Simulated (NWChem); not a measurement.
**Basis-set convergence for H2Pb**

```xyz
3

Pb     0.0000     0.0000    -0.0314
H      1.3212     0.0000     1.2881
H     -1.3212     0.0000     1.2881
```
Charge 0, spin multiplicity 1.

Program: NWChem. The geometry was optimised at B3LYP/def2-SVP with def2 effective core potentials on Pb, a minimum by its harmonic frequencies.

Quantity: dipole moment at the level B3LYP.

Effective core potentials replace the inner electrons of Pb; spin-orbit coupling is left out. B3LYP has NWChem's definition, with VWN1-RPA local correlation. The structure started from a generated list of species.

In def2-QZVP the value is 1.66 D. Among def2-SVP, def2-SVPD, def2-TZVP, def2-TZVPD, def2-TZVPP, which is the smallest basis within 0.1 D of it?

def2-SVPD, with 48 functions against 142 (also within reach: def2-TZVP, def2-TZVPD, def2-TZVPP). def2-QZVP isn't the basis-set limit itself, and a small set can land close by cancellation.

| basis | functions | dipole moment (D) |
|---|---|---|
| def2-SVP | 36 | 1.45 |
| def2-SVPD | 48 | 1.62 |
| def2-TZVP | 62 | 1.66 |
| def2-TZVPD | 74 | 1.68 |
| def2-TZVPP | 78 | 1.66 |
| def2-QZVP | 142 | 1.66 |
